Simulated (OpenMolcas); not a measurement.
**Cr3+, Mo3+, W3+: d³ down the group**

```yaml
Program: OpenMolcas 26.06
Method: SS-CASPT2, IPEA 0.25 Eh, imaginary shift 0.1 Eh
Basis: ANO-R2
Scalar_Hamiltonian: X2C, finite nucleus
Spin-orbit_coupling: state interaction with AMFI integrals over the reference wave functions, term energies averaged over their components
```

Active space for each ion: 3 electrons in 5 orbitals (d); closed shells correlated by CASPT2: Cr3+ 3s 3p; Mo3+ 4s 4p; W3+ 5s 5p.

Computed levels in cm-1 above ⁴F_3/2:

```tsv
Level	Cr3+	Mo3+	W3+
⁴F_5/2	250	776	3780
⁴F_7/2	590	1753	7160
⁴F_9/2	1013	2860	9710
⁴P_1/2	14670	10700	13140
⁴P_5/2	15060	11900	18170
²G_7/2	15440	11780	16010
²G_9/2	15800	12490	25150
²D_5/2(1)	21260	17170	24450
²P_1/2	21440	15510	21170
weight of ⁴F in the lowest level (%)	100	99	87
```

Mixed levels, with the weight of the term that names them: W3+ ⁴F_9/2 (70 %), W3+ ⁴P_1/2 (72 %), W3+ ²G_9/2 (55 %), W3+ ²P_1/2 (72 %).

Measured, with the error of the calculation in %. Measured levels: Cr3+ from Sugar and Corliss, J. Phys. Chem. Ref. Data 6, 317 (1977); Mo3+ from Sugar and Musgrove, J. Phys. Chem. Ref. Data 17, 155 (1988); W3+ from the list in J. Phys. B 45, 035001 (2012).

```
    Level          Cr3+          Mo3+            W3+
   ⁴F_5/2    236 (+5.8)    778 (-0.3)    3537 (+6.9)
   ⁴F_7/2    556 (+6.2)   1760 (-0.4)    6745 (+6.2)
   ⁴F_9/2    946 (+7.2)   2865 (-0.2)    9256 (+4.9)
   ⁴P_1/2  14059 (+4.3)  10338 (+3.5)  11773 (+11.6)
   ⁴P_5/2  14471 (+4.1)  11612 (+2.5)   17190 (+5.7)
   ²G_7/2  15052 (+2.6)  11580 (+1.7)   15261 (+4.9)
   ²G_9/2  15402 (+2.6)  12311 (+1.4)               
²D_5/2(1)  20664 (+2.9)  16809 (+2.1)   22766 (+7.4)
   ²P_1/2  19519 (+9.8)  14348 (+8.1)  18365 (+15.3)
```

The fine-structure level ⁴F_9/2 changes by a factor of 9.59 from Cr3+ to W3+.

Without spin-orbit coupling ⁴P lies 14330, 9790, 9770 cm-1 above ⁴F in that order; the difference to the level ⁴P_1/2, of either sign, comes from spin-orbit coupling, which also lowers the zero.

Term energies are means over components that CASPT2 splits; among the terms shown or strongly mixed into the levels shown the widest spread is 1400 cm-1 (5d³ ²H, W3+). The CASPT2 spread within a term exceeds the gap to the next term for 4d³ ²P and 4d³ ²H, 4d³ ²H and 4d³ ²D(1), so the order of their levels is uncertain (figures for Mo3+; the like holds for W3+). Some terms miss by over 15 % even with CASPT2, which points to a basis or an active space too small for the shells correlated (holds for W3+). Measured partners are found by configuration, term and J. A level has none where our copy of the source lacks it or the pairing is in doubt (some pairs that miss far off the trend of their configuration count as doubtful), and it then counts in no deviation. Levels of configurations outside the active space are missing.

A number in round brackets counts repeated terms of one configuration in the order of the reference energies.
